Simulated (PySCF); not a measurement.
Electron correlation in Ne (neon, neutral)

[Ne], closed-shell 1S. All numbers are calculated (PySCF 2.14, the non-relativistic Hamiltonian (point nucleus), in dyall-av2z (11s7p2d, 42 functions)). Frozen: 1s2; 8 electrons correlated; the 8 highest virtual orbitals of each spin left out.

```
  level  correlation energy (mhartree)
   CCSD                        -239.58
    (T)                          -4.11
CCSD(T)                        -243.69
  CCSDT                        -243.70
```

Diagnostics: T1 = 0.0085, D1 = 0.0134, largest double amplitude 0.026.

Cost of the coupled-cluster step: roughly 0.3 core-seconds, for 8 correlated electrons.

Iterations:

```
CC2 = 0
CCSD nocc = 4, nmo = 33
frozen orbitals [0, 34, 35, 36, 37, 38, 39, 40, 41]
max_cycle = 100
direct = 0
conv_tol = 1e-08
conv_tol_normt = 1e-06
diis_space = 8
diis_start_cycle = 0
Init t2, MP2 energy = -128.780185447059  E_corr(MP2) -0.238548058566591
Init E_corr(CCSD) = -0.238548058689347
cycle = 1  E_corr(CCSD) = -0.236097609000087  dE = 0.00245044969  norm(t1,t2) = 0.0237979
cycle = 2  E_corr(CCSD) = -0.239338080630884  dE = -0.00324047163  norm(t1,t2) = 0.00550014
cycle = 3  E_corr(CCSD) = -0.239336579508508  dE = 1.50112238e-06  norm(t1,t2) = 0.00262997
cycle = 4  E_corr(CCSD) = -0.23957943142569  dE = -0.000242851917  norm(t1,t2) = 0.000781531
cycle = 5  E_corr(CCSD) = -0.239586958095794  dE = -7.5266701e-06  norm(t1,t2) = 0.000107198
cycle = 6  E_corr(CCSD) = -0.239580153848832  dE = 6.80424696e-06  norm(t1,t2) = 2.90104e-05
cycle = 7  E_corr(CCSD) = -0.239579294113774  dE = 8.59735058e-07  norm(t1,t2) = 3.83812e-06
cycle = 8  E_corr(CCSD) = -0.239579431574163  dE = -1.37460389e-07  norm(t1,t2) = 1.31398e-06
cycle = 9  E_corr(CCSD) = -0.239579443639528  dE = -1.20653653e-08  norm(t1,t2) = 1.21814e-07
cycle = 10  E_corr(CCSD) = -0.239579437971676  dE = 5.66785219e-09  norm(t1,t2) = 2.7355e-08
CCSD converged
E(CCSD) = -128.7812168264636  E_corr = -0.2395794379716758
CCSD(T) correction = -0.00410705905481368
```
